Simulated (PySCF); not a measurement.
C2H4N2OSi, SMILES N#C/N=C/O[SiH3].

Geometry: B3LYP-D3(BJ)/def2-SVP. The structure was generated by enumeration; whether it is a known compound was not checked. The values are those of a single conformer.

The numbers are results of PBE/def2-TZVP in PySCF, not measurements.

Gas-phase values at a fixed geometry.

Computed frontier levels, gap, dipole moment and polarisability:
- highest occupied level = -7.06 eV
- lowest empty level = -2.67 eV
- orbital gap = 4.39 eV
- dipole moment = 5.05 D
- quadrupole, principal values (traceless, Buckingham form, about the centre of nuclear charge) = -17.60, 6.50, 11.10 D·Å
- mean static polarisability = 69.6 bohr³ (10.31 Å³)
- polarisability, principal values = 46.3, 55.6, 106.9 bohr³
